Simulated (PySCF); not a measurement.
Be(NH2)(SH) (BeH3NS), SMILES [NH2][Be][SH]. Atoms are numbered in the order given.

```xyz
6

Be     0.0087     0.6000     0.0000
N     -0.0074     2.0984     0.0000
H     -0.0074     2.6768    -0.8251
H     -0.0074     2.6768     0.8251
S      0.0806    -1.3123     0.0000
H     -1.2580    -1.4461     0.0000
```

Geometry optimised at B3LYP-D3(BJ)/def2-TZVP. The values are those of a single conformer.

These are PBE0/pcSseg-2 (PySCF) values and carry that method's errors.

GIAO shieldings, no solvent; atoms alike by connectivity are averaged. δ = σ(ref) − σ: ¹⁵N against NH3 (σ = 263.3 ppm); ¹H against TMS (σ = 31.54 ppm); ³³S against H2S (σ = 711.3 ppm), references at their B3LYP-D3(BJ)/def2-TZVP geometries, non-relativistic.

```csv
atoms,nucleus,count,δ (ppm)
N2,¹⁵N,1,28.5
"H3, H4",¹H,2,1.24
H6,¹H,1,?
S5,³³S,1,?
```

Problem. Complete the blanks. (Estimate from the structure and the level; the computed values follow.)

Solution. 
- S5, δ (ppm): -70.0
- H6, δ (ppm): 0.16
